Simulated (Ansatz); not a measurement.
Energy profile

The step: C₂H₃N (CC#N) + H → C₂H₂N ([CH2][C][N]) + H₂; bonds formed: H1–H5; bonds broken: H1–C2 (atoms numbered as in the saddle structure below).

```
atom    x (Å)    y (Å)    z (Å)
  H1  -0.9115   0.5916  -0.2094
  C2   0.3335   0.3156   0.1108
  C3   0.4857  -1.0967   0.0613
  N4   0.5723  -2.2456   0.0109
  H5  -1.8053   0.8400  -0.4361
  H6   0.4248   0.7412   1.1071
  H7   0.9004   0.8539  -0.6448
```

Electronic energies by CCSD(T) at an estimated basis limit (MP2 extrapolated from triple and quadruple zeta, plus CCSD(T) − MP2 in triple zeta), on PBE0-D4/def2-TZVP structures; C2H4N, doublet; no counterpoise correction; spin–orbit coupling, which lowers free halogen atoms and radicals such as OH and SH, is left out. Computed with Ansatz 0.2.0 (basis: def2-TZVPP and def2-QZVPP); correlated methods freeze the cores; orbitals are unrestricted. Extrapolation: Hartree–Fock as exp(−7.88 √X), correlation as X^−2.97.

Task: Give the profile in kcal/mol, counted from the separated reactants. (An estimate is asked for; the value comes from the calculation.)

Result: The calculation gives:
```csv
point,kcal/mol
"separated: C2H3N (linked as [CH3][C][N]; H1, C2, C3, N4, H6, H7; singlet) + H (H5; doublet)",0.00
start structure,-0.22
saddle,12.79
end structure,-5.54
"separated: H2 (H1, H5; singlet) + C2H2N (linked as [CH2][C][N]; C2, C3, N4, H6, H7; doublet)",-4.98
```

No T1 diagnostic of these runs exceeds 0.035. ⟨S²⟩ of the unrestricted Hartree–Fock references: 0.75 to 0.94 (a pure state has 0.75). The unrestricted reference is spin-contaminated, which hurts MP2 most.

For scale, one of the runs: CCSD(T)/def2-TZVPP, 149 basis functions, launched by `ansatz run in.yaml --threads 2 --pin off --events-out ev --progress --plain --max-ram 4352MiB`. Time: 45 s of wall clock on 2 CPU threads of an Arm Neoverse V2; the host was shared. Peak host memory: 2.3 GiB.
